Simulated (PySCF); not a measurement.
A structure optimised at PBE0-D3(BJ)/def2-SVP, used in a PySCF frequency run:

```
O
C 1 1.4082
H 2 1.1020 1 106.98
H 2 1.1040 3 108.32 1 121.01
H 2 1.1052 3 108.42 4 117.27
Te 1 1.9867 2 117.37 3 -179.29
O 6 1.9867 1 97.42 2 -73.21
C 7 1.4082 6 117.37 1 -73.21
H 8 1.1020 7 106.98 6 -179.29
H 8 1.1040 9 108.32 7 121.01
H 8 1.1052 9 108.42 10 117.27
```

Problem. Write its SMILES, formula and point group.

Solution. CO[Te]OC, C2H6O2Te, C2

Problem. What are its rotational constants (standard atomic weights)?

Solution. 3.4364, 2.3320, 1.5579 GHz
